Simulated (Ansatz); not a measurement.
Ansatz (an electronic-structure program) job for In(I) cation (IIn), SMILES [I][In] (connectivity only; charge and spin as stated), charge +1, multiplicity 2, PBE/def2-TZVPD. The structure is a stationary point at PBE0-D3(BJ)/def2-TZVP. The multiplicity is an assumed one; other spin states were not compared. The def2 effective core potentials stand for the cores of I, In; spin–orbit coupling is left out.

Ansatz 0.2 input:
```yaml
crystal:
  periodic: [false, false, false]
  atoms:
    - {symbol: In, position_ang: [0.00000000, 0.00000000, -1.72711834]}
    - {symbol: I, position_ang: [0.00000000, 0.00000000, 1.59676979]}
basis:
  gaussian:
    orbitals: def2-TZVPD
hamiltonian:
  xc: {name: PBE}
total_charge: 1
magnetization: {spin_polarized: true, initial_magnetization: 1}
```

Output:

```
WARN ansatz: RAYON_NUM_THREADS=1 ignored (pool sized by the plan → 1); use --threads N
Functional definition: PBE
integrals: 0.04 GiB planned
845 factors; their error is unknown
mean field: 0.37 GiB planned
mean field evaluation 1: about -13258.9581 eV, gradient 2.9e1 eV
mean field evaluation 2: about -13118.9306 eV, gradient 9.5e1 eV
mean field evaluation 4: about -13267.4429 eV, gradient 1.0e1 eV
mean field evaluation 8: about -13268.2163 eV, gradient 4.6e-1 eV
mean field evaluation 16: about -13268.2064 eV, gradient 3.1e-3 eV
mean field evaluation 32: about -13267.9373 eV, gradient 1.4e-1 eV
mean field evaluation 64: about -13267.9657 eV, gradient 6.6e-1 eV
mean field -13268.20643326 eV, -487.5975929089 hartree, gradient 5.0e-6 eV, S^2 0.752923; 6 other end points of the search recorded, 0 dependent functions left out
reference -13268.20646828 eV, -487.5975941960 hartree; 23, 22 occupied and 92, 93 virtual orbitals, 845 factors
Total energy: -13268.20646828 eV, -487.5975941960 hartree
```

Self-consistency was reached.

Cost: very roughly 9 core-seconds.
